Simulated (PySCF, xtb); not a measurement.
C4H8BN, SMILES C1CB(N)CC=1.

Geometry optimised at PBE0-D3(BJ)/def2-SVP. This is a generated structure with no PubChem entry under its InChIKey; it may be hypothetical. Other conformers were not sampled.

Method: IEF-PCM-M06-2X/def2-SVP (PySCF 2.14.0).

The values are the electrostatic part of the solvation free energy, E(continuum) − E(gas) at the gas-phase geometry, in a cavity of scaled van der Waals radii (PySCF's table); cavitation and dispersion terms are not included. In vacuum the orbital gap is 9.73 eV. The dipole moment in vacuum is 2.17 D.

| solvent | ε | ΔG(elec) (kcal/mol) | dipole (D) | gap (eV) |
|---|---|---|---|---|
| water | 78.36 | (withheld) | (withheld) | (withheld) |
| dichloromethane | 8.93 | -3.1 | 2.63 | 9.72 |
| toluene | 2.37 | -1.7 | 2.43 | 9.72 |

**Question.** What belongs in the gaps? (An estimate is asked for; the answer gives what the named calculation found.)

**Answer.** 
- water, ΔG(elec) (kcal/mol): -3.6
- water, dipole (D): 2.71
- water, gap (eV): 9.71

For comparison, GFN2-xTB/ALPB(water) (xtb, at the GFN2-xTB geometry, all terms of that model) gives -3.6 kcal/mol.
